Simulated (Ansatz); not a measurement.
A nudged elastic band was laid between two geometries of C2H11BOSi2 (17 atoms, charge 0, multiplicity 1).

Level of theory: Ansatz, RKS PBE/STO-3G.

```yaml
movable_images: 5
climbing_image: yes
spring: 5.0 eV/Å²
optimiser: quadratic models (default)
start_path: through a guess of the saddle point
force_threshold: 0.05 eV/Å
iteration_limit: 56
end_points: relaxed
```

First end point:

```xyz
17
Properties=species:S:1:pos:R:3
B -1.608 -0.832 0.860
Si -0.048 -0.434 -0.249
O 1.253 -1.615 -0.169
C 0.751 -2.888 -0.698
Si 0.887 1.537 0.404
C -0.272 2.989 0.076
H -2.564 -0.139 0.805
H -1.629 -1.704 1.655
H -0.486 -0.297 -1.647
H 0.429 -2.835 -1.772
H 1.585 -3.625 -0.636
H -0.113 -3.310 -0.119
H 1.208 1.503 1.825
H 2.134 1.754 -0.319
H -0.525 3.070 -0.994
H 0.198 3.939 0.381
H -1.217 2.888 0.637
```

Last end point:

```xyz
17
Properties=species:S:1:pos:R:3
B -1.670 -0.827 0.789
Si -0.050 -0.435 -0.230
O 1.237 -1.627 -0.090
C 0.756 -2.891 -0.661
Si 0.862 1.524 0.487
C -0.216 2.997 0.011
H -2.614 -0.123 0.693
H -1.743 -1.708 1.572
H -0.410 -0.284 -1.649
H -0.143 -3.313 -0.138
H 0.499 -2.824 -1.751
H 1.580 -3.635 -0.559
H 1.029 1.512 1.935
H 2.185 1.695 -0.101
H -0.348 3.064 -1.082
H 0.242 3.942 0.350
H -1.218 2.930 0.465
```

What changes between the two ends?

No bond is made or broken. The dihedral Si2–O3–C4–H10 goes from 62 to -61°. The two ends are copies of one structure, up to a mirror image or an exchange of like atoms.

What energy profile does the band end with?

It converged. The highest image is number 4 of 0 to 6, 11.7 kJ/mol above the ends, which have the same energy within 2 meV. The profile has 2 maxima (images 1, 4) with wells between them (image 3): this band takes more than one step, which may be the mechanism or a detour left from its start path. A vibrational analysis at the climbing image gives one clearly imaginary mode, 226i cm⁻¹: a first-order saddle point. Limits of this set-up: minimal basis.

| image | path coordinate (Å) | energy (kJ/mol) | dihedral Si2–O3–C4–H10 (°) |
| --- | --- | --- | --- |
| 0 | 0.00 | 0.0 | 62 |
| 1 | 1.41 | 7.5 | 94 |
| 2 | 2.82 | 6.4 | 153 |
| 3 | 4.23 | 0.6 | -173 |
| 4 | 5.64 | 11.7 | -120 |
| 5 | 6.63 | 4.5 | -82 |
| 6 | 7.62 | 0.0 | -61 |

What is the geometry of the highest image?


```xyz
17
Properties=species:S:1:pos:R:3
B -1.554 -0.867 0.910
Si -0.067 -0.412 -0.278
O 1.256 -1.558 -0.342
C 0.771 -2.895 -0.730
Si 0.890 1.560 0.337
C -0.316 2.998 0.143
H -2.476 -0.133 1.006
H -1.572 -1.835 1.587
H -0.632 -0.238 -1.627
H 0.997 -3.635 0.080
H -0.321 -2.979 -0.949
H 1.313 -3.240 -1.646
H 1.333 1.503 1.724
H 2.067 1.815 -0.485
H -0.659 3.100 -0.900
H 0.162 3.949 0.432
H -1.208 2.866 0.778
```

The run took 12 min on 1 thread of Arm Neoverse N1 (shared host), peak memory 0.11 GiB.
